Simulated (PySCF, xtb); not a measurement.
Si(H)(OH)(SiH3)2 (H8OSi3), SMILES O[SiH]([SiH3])[SiH3].

GFN2-xTB in xtb 6.7.1 at its own geometry gives an orbital gap of 3.75 eV and a dipole moment of 0.98 D.

Geometry: PBE0-D3(BJ)/def2-SVP. Other conformers were not sampled.

Problem. What does PBE0/def2-TZVP (PySCF) give? (An estimate is asked for; the answer gives what the named calculation found.)

Solution. gap 6.63 eV (levels -7.46 and -0.84 eV), dipole 1.01 D.
